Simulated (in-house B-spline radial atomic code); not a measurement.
Configurations of the carbon ion C⁴⁺, with energies counted from 1s2. All numbers are computed (Dirac-Hartree-Fock, average of configuration; Fermi nucleus of rms radius 2.4702 fm) with a radial B-spline atomic code at the basis-set limit, not measured. Energies include first-order Breit, QED and recoil terms.

```tsv
configuration	E - E(ref) (eV)	highest orbital	its <r> (bohr)
1s1 (3d3/2)1	353.04	3d3/2	2.098
1s1 (4d3/2)1	369.58	4d3/2	4.197
1s1 (4f5/2)1	369.59	4f5/2	3.6
1s1 (5p1/2)1	377.14	5p1/2	7.243
1s1 (5d5/2)1	377.24	5d5/2	6.897
```
